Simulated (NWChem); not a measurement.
CdH2S; SMILES [SH][CdH]

Results from NWChem. Coordinates come from a PBE-D3(BJ)/def2-SVP optimisation. def2 effective core potentials on Cd; no spin-orbit coupling. Vertical excitations in the gas phase; the lowest state need not have the same character in each row.

For level CAM-B3LYP/def2-SVP, full TDDFT:

* **lowest excitation, singlet (eV)**: 5.04
* **lowest state with f > 0.02, singlet (eV)**: 5.24
* **lowest triplet (eV)**: 4.71
* **orbital gap (eV)**: 8.11

Task: How do the values read with level PBE0/def2-SVP, full TDDFT instead?

Result: 
| Item | Result |
|---|---|
| lowest excitation, singlet (eV) | 4.88 |
| lowest state with f > 0.02, singlet (eV) | 5.12 |
| lowest triplet (eV) | 4.60 |
| orbital gap (eV) | 6.12 |
